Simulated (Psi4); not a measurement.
C$_{2}$H$_{6}$OZn, charge -1, doublet, at a GFN2-xTB geometry (such geometries of metal compounds can be far from the true shape) (a state made from the parent by changing its charge; the spin is typed, not shown lowest) (a gas-phase anion, which may not be bound at this level); CAM-B3LYP/6-31G** in Psi4 1.11.

Psi4 was given this input:
```
memory 2 GB

molecule mol {
-1 2
Zn    0.585461    0.550808    0.086959
C    -0.388378   -1.303152   -1.032377
C    -1.801184   -1.048941   -1.534471
H    -0.418865   -2.108253   -0.288243
H     0.220380   -1.678520   -1.871668
H    -1.809970   -0.270638   -2.303352
H    -2.443865   -0.715485   -0.718113
H    -2.280219   -1.943053   -1.979287
O     0.227247    0.412428    2.138605
H     0.488119    1.004844    2.844133
}

set {
  basis 6-31g**
  reference uks
  scf_type pk
  puream true
  d_convergence 1e-8
  dft_radial_points 99
  dft_spherical_points 590
}

energy('cam-b3lyp')
print_variables()
```

It wrote (shortened):

```
   => Loading Basis Set <=

    Name: 6-31G**
    Role: ORBITAL
    Keyword: BASIS

         ---------------------------------------------------------
                                   SCF
               by Justin Turney, Rob Parrish, Andy Simmonett
                          and Daniel G. A. Smith
                              UKS Reference
         ---------------------------------------------------------

  ==> Geometry <==

    Molecular point group: c1
    Full point group: C1

    Geometry (in Angstrom), charge = -1, multiplicity = 2:

       Center              X                  Y                   Z               Mass
    ------------   -----------------  -----------------  -----------------  -----------------
         ZN           0.508215285602     0.479620846727     0.045006709238    63.929142010000
         C           -0.465623714398    -1.374339153273    -1.074329290762    12.000000000000
         C           -1.878429714398    -1.120128153273    -1.576423290762    12.000000000000
         H           -0.496110714398    -2.179440153273    -0.330195290762     1.007825032230
         H            0.143134285602    -1.749707153273    -1.913620290762     1.007825032230
         H           -1.887215714398    -0.341825153273    -2.345304290762     1.007825032230
         H           -2.521110714398    -0.786672153273    -0.760065290762     1.007825032230
         H           -2.357464714398    -2.014240153273    -2.021239290762     1.007825032230
         O            0.150001285602     0.341240846727     2.096652709238    15.994914619570
         H            0.410873285602     0.933656846727     2.802180709238     1.007825032230

  Running in c1 symmetry.

  Rotational constants: A =      0.27900  B =      0.07164  C =      0.06294 [cm^-1]
  Rotational constants: A =   8364.32573  B =   2147.72081  C =   1886.74986 [MHz]
  Nuclear repulsion =  219.661718172588650

  Charge       = -1
  Multiplicity = 2
  Electrons    = 57
  Nalpha       = 29
  Nbeta        = 28

  ==> Algorithm <==

  SCF Algorithm Type is PK.
  DIIS enabled.
  MOM disabled.
  Fractional occupation disabled.
  Guess Type is SAD.
  Energy threshold   = 1.00e-06
  Density threshold  = 1.00e-08
  Integral threshold = 1.00e-12

  ==> Primary Basis <==

  Basis Set: 6-31G**
    Blend: 6-31G**
    Number of shells: 48
    Number of basis functions: 106
    Number of Cartesian functions: 114
    Spherical Harmonics?: true
    Max angular momentum: 3

  ==> DFT Potential <==

   => LibXC <=

    Version 7.1.2
    S. Lehtola, C. Steigemann, M. J. T. Oliveira, and M. A. L. Marques,  SoftwareX 7, 1–5 (2018) (10.1016/j.softx.2017.11.002)

   => Composite Functional: CAM-B3LYP <=

    CAM-B3LYP Hyb-GGA Exchange-Correlation Functional

    T. Yanai, D. P. Tew, and N. C. Handy,  Chem. Phys. Lett. 393, 51 (2004) (10.1016/j.cplett.2004.06.011)

    Deriv               =              1
    GGA                 =           TRUE
    Meta                =          FALSE

    Exchange Hybrid     =           TRUE
    MP2 Hybrid          =          FALSE

   => Exchange Functionals <=

    0.3500         Becke 88 [omega = 0.3300]
    0.4600   Short-range recipe for B88 functional - erf [omega = 0.3300]

   => Exact (HF) Exchange <=

    0.4600            HF,LR [omega = 0.3300]
    0.1900               HF

   => Correlation Functionals <=

    0.1900   Vosko, Wilk & Nusair (VWN5)
    0.8100   Lee, Yang & Parr

   => LibXC Density Thresholds  <==

    XC_HYB_GGA_XC_CAM_B3LYP:  1.00E-14

   => Molecular Quadrature <=

    Radial Scheme          =       TREUTLER
    Pruning Scheme         =           NONE
    Nuclear Scheme         =       TREUTLER

    Blocking Scheme        =         OCTREE
    BS radius alpha        =              1
    Pruning alpha          =              1
    Radial Points          =             99
    Spherical Points       =            590
    Total Points           =         555685
    Total Blocks           =           3908
[...]
   @UKS iter   1: -1931.78856590284704   -2.05272e+00   2.78258e-02 DIIS/ADIIS
   @UKS iter   2: -1886.54753952589886    4.52410e+01   5.62108e-02 DIIS/ADIIS
   @UKS iter   3: -1933.63612883134056   -4.70886e+01   7.95541e-03 DIIS/ADIIS
   @UKS iter   4: -1933.79982146247539   -1.63693e-01   8.57672e-03 DIIS/ADIIS
   @UKS iter   5: -1934.08904751707564   -2.89226e-01   2.38751e-03 DIIS/ADIIS
   @UKS iter   6: -1934.10349260137946   -1.44451e-02   6.60700e-04 DIIS/ADIIS
   @UKS iter   7: -1934.10519716721137   -1.70457e-03   2.39768e-04 DIIS/ADIIS
   @UKS iter   8: -1934.10554952367897   -3.52356e-04   6.65761e-05 DIIS
   @UKS iter   9: -1934.10560980321725   -6.02795e-05   3.11704e-05 DIIS
   @UKS iter  10: -1934.10562966995826   -1.98667e-05   2.04247e-05 DIIS
   @UKS iter  11: -1934.10564005776882   -1.03878e-05   6.00591e-06 DIIS
   @UKS iter  12: -1934.10564162987271   -1.57210e-06   2.11936e-06 DIIS
   @UKS iter  13: -1934.10564177801257   -1.48140e-07   5.46859e-07 DIIS
   @UKS iter  14: -1934.10564178909817   -1.10856e-08   1.57139e-07 DIIS
   @UKS iter  15: -1934.10564178981372   -7.15545e-10   6.67881e-08 DIIS
   @UKS iter  16: -1934.10564178997288   -1.59162e-10   1.94207e-08 DIIS
   @UKS iter  17: -1934.10564178998607   -1.31877e-11   7.61160e-09 DIIS
  Energy and wave function converged.

  ==> Post-Iterations <==

   Electrons on quadrature grid:
      Nalpha   =   28.9999996909 ; deviation = -3.091e-07
      Nbeta    =   27.9999996364 ; deviation = -3.636e-07
      Ntotal   =   56.9999993272 ; deviation = -6.728e-07

   @Spin Contamination Metric:   8.403998605E-03
   @S^2 Expected:                7.500000000E-01
   @S^2 Observed:                7.584039986E-01
   @S   Expected:                5.000000000E-01
   @S   Observed:                5.000000000E-01

    Orbital Energies [Eh]
    ---------------------

    Alpha Occupied:

[...]
    Alpha Virtual:

[...]
    Beta Occupied:

[...]
      28A     -0.074285

    Beta Virtual:

[...]
    Final Occupation by Irrep:
              A
    DOCC [    28 ]
    SOCC [     1 ]
    NA   [    29 ]
    NB   [    28 ]

  @UKS Final Energy: -1934.10564178998607

   => Energetics <=

    Nuclear Repulsion Energy =            219.6617181725886496
    One-Electron Energy =               -3142.6925373480808048
    Two-Electron Energy =                1060.2696036284846741
    DFT Exchange-Correlation Energy =     -71.3444262429787415
    Empirical Dispersion Energy =           0.0000000000000000
    VV10 Nonlocal Energy =                  0.0000000000000000
    Total Energy =                      -1934.1056417899860662

  UHF NO Occupations:
  HONO-2 :   27  A 1.9993182
  HONO-1 :   28  A 1.9966838
  HONO-0 :   29  A 1.0000000
  LUNO+0 :   30  A 0.0033162
  LUNO+1 :   31  A 0.0006818
  LUNO+2 :   32  A 0.0000627
  LUNO+3 :   33  A 0.0000368

Computation Completed

Properties will be evaluated at   0.000000,   0.000000,   0.000000 [a0]

Properties computed using the SCF density matrix

 Multipole Moments:

 ------------------------------------------------------------------------------------
     Multipole            Electronic (a.u.)      Nuclear  (a.u.)        Total (a.u.)
 ------------------------------------------------------------------------------------

 L = 1.  Multiply by 2.5417464519 to convert [e a0] to [Debye]
 Dipole X            :          7.9667826           -8.1744752           -0.2076926
 Dipole Y            :          7.4831385           -7.5333546           -0.0502161
 Dipole Z            :          4.0800046           -4.4396022           -0.3595976
 Magnitude           :                                                    0.4182921

 ------------------------------------------------------------------------------------

  Variable Map:
  ----------------------------------------------------------------------------
[...]
  Array Variable Map:
  ----------------------------------------------------------------------------
[...]
[...]
```
